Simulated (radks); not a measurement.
Coulomb parameter of the 4d shell of the cadmium ion Cd3+ in the model configuration [Kr] 4d8 5s1, as a second difference U = [E(n + 1) + E(n - 1) - 2 E(n)] / (1)^2 with all orbitals relaxed. "Bare": the charge of the atom changes with n. "Screened": the 5s shell takes up the change at fixed total charge, which measures U(4d,4d) + U(5s,5s) - 2 U(4d,5s). Method: scalar-relativistic Kohn-Sham, BLYP, spin-unpolarised, spherical densities, finite nucleus; Fermi nuclear charge, rms radius 4.6087 fm; computed with a radial shooting solver on a logarithmic mesh with Libxc functionals.

| case | configuration | E - E(n) (eV) |
|---|---|---|
| start | [Kr] 4d8 5s1 | 0.000 |
| bare +1 | [Kr] 4d9 5s1 | -42.343 |
| bare -1 | [Kr] 4d7 5s1 | 58.712 |
| screened +1 | [Kr] 4d9 | -14.496 |
| screened -1 | [Kr] 4d7 5s2 | 17.307 |

U(bare) = 16.369 eV, U(screened by 5s) = 2.811 eV, against the Slater integral F0(4d,4d) = 21.064 eV with frozen orbitals.
